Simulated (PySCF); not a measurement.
C₅H₄F₄O₂.
SMILES: `O=C1[C@H](C(F)(F)F)O[C@@H]1CF`

Level: wB97X-D/def2-SVPD in PySCF, non-relativistic, on one gas-phase PBE0-D3(BJ)/def2-SVP geometry that isn't relaxed in the solvent. The solvent is an IEF-PCM continuum (Bondi radii, 1.10 Å for H, scaled by 1.2), and excitations are vertical TDDFT with non-equilibrium linear response and a frozen core. Only the electrostatic response of the medium enters.

Gas-phase singlets (H = HOMO, L = LUMO):

```json
{"state": "S1", "E (eV)": "4.339", "λ (nm)": "286", "f": "0.000", "leading configuration": "H→L 96%"}
{"state": "S2", "E (eV)": "5.926", "λ (nm)": "209", "f": "0.005", "leading configuration": "H-1→L 98%"}
{"state": "S3", "E (eV)": "7.577", "λ (nm)": "164", "f": "0.001", "leading configuration": "H-4→L 64%"}
{"state": "S4", "E (eV)": "7.928", "λ (nm)": "156", "f": "0.002", "leading configuration": "H-1→L+1 49%"}
{"state": "S5", "E (eV)": "8.028", "λ (nm)": "154", "f": "0.009", "leading configuration": "H→L+2 60%"}
```

How does the list change in chloroform (ε = 4.711)?

```csv
state,E (eV),λ (nm),f,leading configuration,change by rank (eV)
S1,4.396,282,0.000,H→L 96%,+0.057
S2,5.892,210,0.009,H-1→L 98%,-0.034
S3,7.629,163,0.002,H-4→L 58%,+0.052
S4,7.915,157,0.003,H-1→L+1 61%,-0.013
S5,8.063,154,0.007,H→L+2 40%,+0.035
```

The ground-state energy changes by -0.243 eV from gas to chloroform. By how much does the total energy of gas-phase S1 change?

E(S1) = E(S0) + excitation energy, so it changes by -0.243 + 0.057 = -0.186 eV: it is lowered less than the ground state, which is what a blue shift means. This is the vertical state, with the slow part of the continuum still set for S0.

How do the frontier levels move from gas to chloroform?

```json
{"orbital": "LUMO+2", "gas (eV)": "2.22", "solvent (eV)": "2.40", "change (eV)": "+0.18"}
{"orbital": "LUMO+1", "gas (eV)": "2.11", "solvent (eV)": "2.28", "change (eV)": "+0.17"}
{"orbital": "LUMO", "gas (eV)": "-0.19", "solvent (eV)": "0.04", "change (eV)": "+0.23"}
{"orbital": "HOMO", "gas (eV)": "-10.54", "solvent (eV)": "-10.37", "change (eV)": "+0.17"}
{"orbital": "HOMO-1", "gas (eV)": "-10.86", "solvent (eV)": "-10.62", "change (eV)": "+0.24"}
{"orbital": "HOMO-2", "gas (eV)": "-12.38", "solvent (eV)": "-12.15", "change (eV)": "+0.23"}
{"orbital": "HOMO-3", "gas (eV)": "-12.97", "solvent (eV)": "-12.78", "change (eV)": "+0.19"}
```

The HOMO–LUMO gap goes from 10.35 to 10.41 eV. Rows go by rank; for LUMO+1 and LUMO+2 the atom shares or the degeneracy differ between the runs, so the row needn't follow one orbital.

Conformer computed: `[O:1]=[C:2]1[C@H:3]([C:4]([F:5])([F:6])[F:7])[O:8][C@@H:9]1[CH2:10][F:11]`: C2–C3–C4–F5 -165°, O8–C9–C10–F11 80°.

wB97X-D is run here without its empirical dispersion term; that term would change no orbital, density or response property at a fixed geometry.
